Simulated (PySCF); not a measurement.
# Electronic absorption of (HGe)4NH6 adamantane

Compound: (HGe)4NH6 adamantane, Ge4H10N6.
Structure used (PBE0-D3(BJ)/def2-SVP), in Å, numbered top down from 1:
```
atom  x, y, z in Å
Ge1   -1.1535   -1.0648    1.0268
H2    -2.0478   -2.0045    1.8509
N3     0.5370   -1.8142    0.8055
Ge4    1.6739   -0.8073   -0.2463
H5     3.0333   -1.4970   -0.4408
N6     1.8440    0.8509    0.5500
Ge7    0.2350    1.7062    0.8585
H8     0.4321    3.0272    1.6167
N9    -0.9056    0.5830    1.8063
N10   -0.5482    1.9061   -0.7930
Ge11  -0.8209    0.3314   -1.7203
H12   -1.4613    0.5772   -3.0945
N13   -1.8872   -0.7139   -0.6363
N14    0.8263   -0.4910   -1.8599
H15    0.5140   -2.7975    0.5367
H16    2.4417    0.8456    1.3754
H17   -0.6624    0.4953    2.7927
H18   -1.4068    2.4516   -0.7167
H19   -2.2204   -1.5613   -1.0944
H20    1.4391   -0.0088   -2.5180
```

Method: TDDFT B3LYP/def2-SVPD, vertical, gas phase, core orbitals frozen in the response (PySCF 2.14.0, density-fitted response routines). The B3LYP/def2-SVPD calculation is non-relativistic and has no spin–orbit coupling, an omission that weighs most on germanium.

```csv
state,E (eV),E (hartree),f,|μ| (D),"main configurations (H = HOMO, L = LUMO)"
S1,5.60,0.2059,0.012,0.76,H→L (92%)
S2,5.64,0.2071,0.027,1.13,H-1→L (90%)
S3,5.83,0.2144,0.010,0.69,H→L+1 (81%)
S4,5.84,0.2148,0.0041,0.43,"H-1→L+1 (72%), H→L+2 (19%)"
S5,5.94,0.2182,0.0052,0.48,"H→L+2 (69%), H-1→L+1 (14%), H-1→L+2 (10%)"
S6,5.97,0.2192,0.0099,0.66,"H-1→L+2 (75%), H→L+1 (8%)"
S7,6.14,0.2255,0.0068,0.54,H-2→L (85%)
S8,6.24,0.2292,0.0077,0.57,"H→L+4 (35%), H-1→L+3 (29%), H-3→L (14%)"
S9,6.25,0.2297,0.022,0.96,"H-3→L (66%), H→L+4 (13%)"
S10,6.27,0.2305,0.020,0.92,"H-1→L+4 (32%), H→L+3 (31%), H→L+4 (16%)"
S11,6.29,0.2310,0.0048,0.45,"H→L+3 (43%), H-1→L+3 (35%)"
S12,6.34,0.2328,0.0047,0.44,"H-2→L+1 (32%), H-1→L+4 (20%), H-1→L+5 (11%)"
S13,6.36,0.2338,0.0086,0.60,"H-1→L+4 (36%), H-2→L+1 (24%), H→L+4 (11%)"
S14,6.40,0.2351,0.0021,0.29,"H→L+5 (45%), H-2→L+2 (24%), H-3→L+1 (10%)"
S15,6.42,0.2357,0.0021,0.29,"H-2→L+2 (27%), H→L+5 (23%), H-1→L+3 (9%)"
```

Triplets, Tamm–Dancoff:

| state | E (eV) | λ (nm) | main configurations (H = HOMO, L = LUMO) |
| --- | --- | --- | --- |
| T1 | 5.38 | 230.4 | H→L (67%), H-1→L+1 (15%) |
| T2 | 5.40 | 229.8 | H-1→L (61%), H→L+1 (20%) |
| T3 | 5.71 | 217.0 | H→L+2 (35%), H→L+1 (32%), H-1→L (13%) |
| T4 | 5.74 | 216.1 | H-1→L+1 (26%), H-1→L+2 (17%), H→L+2 (14%) |

The lowest singlet lies at 5.60 eV (221 nm, ultraviolet) and is weak; its leading configuration is HOMO→LUMO (92%). The most intense listed level is S2 at 5.64 eV (220 nm, f = 0.027), 0.03 eV above S1. Löwdin shares by element: HOMO (one of a set within 0.03 eV) nitrogen 79% or more (atoms not listed hold the other 21%); LUMO germanium 49% (atoms not listed hold the other 51%). The listed states span 0.81 eV, and the widest gap between neighbours is 0.20 eV (S2 to S3). Weighted by f, the mean energy of these states is 6.02 eV. Orbital energies (eV): HOMO-3 -7.17, HOMO-2 -7.08, HOMO-1 -6.59, HOMO -6.57, LUMO -0.11, LUMO+1 0.15, LUMO+2 0.23. Only the lowest 15 singlets were computed, as vertical energies without vibronic structure.

One conformer stands for the species.
